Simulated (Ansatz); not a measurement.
A structure relaxed at PBE0-D4/def2-SVP in Ansatz, charge 1, doublet:

Cartesian coordinates in Å:
```
Mg 1.2952 0.4921 -0.4743
Mg -0.4953 3.0841 2.7232
Mg -0.0053 -3.2707 -2.5441
Cl -0.3864 1.3347 1.2475
Cl 0.2539 -4.9134 -3.9355
Cl -0.1710 -1.4972 -1.1030
Cl -0.4910 4.7704 4.0862
```

Problem. Give its formula and point group.

Solution. the cluster Mg3Cl4⁺. Point group C2v (tolerance 0.1 Å).

Problem. Summarise the bond lengths by kind (pairs closer than 1.2 times the sum of covalent radii, bridged metal pairs left out).

Solution. 6 × Cl–Mg 2.17 to 2.55 Å.

Another isomer (doublet) lies 1.58 eV lower at PBE0-D4/def2-TZVP; other spin states weren't run for this one.
